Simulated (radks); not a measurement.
Isoelectronic series with 24 electrons, all held in the configuration [Ar] 3d5 4s1, which need not be the ground one along the series. All-electron calculation, scalar-relativistic Kohn-Sham, r2SCAN, spin-polarised, spherical densities, finite nucleus; open shells are filled with parallel spins first (spin-orbit coupling, left out, can overturn this in heavy ions); meta-GGA in the generalised Kohn-Sham scheme; Fermi nuclear charge, rms radius of each element as measured or else 0.836 A^(1/3) + 0.57 fm. Program: a radial shooting solver on a logarithmic mesh with Libxc functionals. Total energies (hartree) and orbital eigenvalues (eV):

ion,E (hartree),3d up,4s up,3p down,3p up
Cr,-1050.95919,-3.8709,-4.7194,-42.3809,-48.0447
Co3+,-1390.93757,-56.0208,-36.4572,-108.7079,-117.2940
Zn6+,-1782.96647,-141.8657,-87.0108,-209.6004,-220.3893
As9+,-2227.23830,-257.1219,-154.4799,-340.2390,-353.0071
Kr12+,-2724.22057,-400.7319,-238.4266,-499.6625,-514.3135
Mo18+,-3878.80756,-771.5570,-455.5249,-904.0421,-922.3417
Rh21+,-4537.90894,-998.4842,-588.8562,-1149.062,-1169.165
Cd24+,-5252.70505,-1253.024,-738.9382,-1422.826,-1444.731
Sb27+,-6024.19269,-1535.178,-906.0035,-1725.542,-1749.254
Xe30+,-6853.46816,-1844.976,-1090.326,-2057.461,-2082.989
La33+,-7741.7550,-2182.464,-1292.223,-2418.867,-2446.223
Nd36+,-8690.3970,-2547.704,-1512.054,-2810.074,-2839.274
Eu39+,-9700.8401,-2940.771,-1750.218,-3231.431,-3262.492
Dy42+,-10774.7649,-3361.750,-2007.175,-3683.312,-3716.254
Tm45+,-11914.0103,-3810.736,-2283.436,-4166.123,-4200.968
Hf48+,-13120.4783,-4287.837,-2579.556,-4680.303,-4717.075
Re51+,-14396.5042,-4793.163,-2896.187,-5226.316,-5265.041

3d up drops below 4s up between Cr and Co3+.
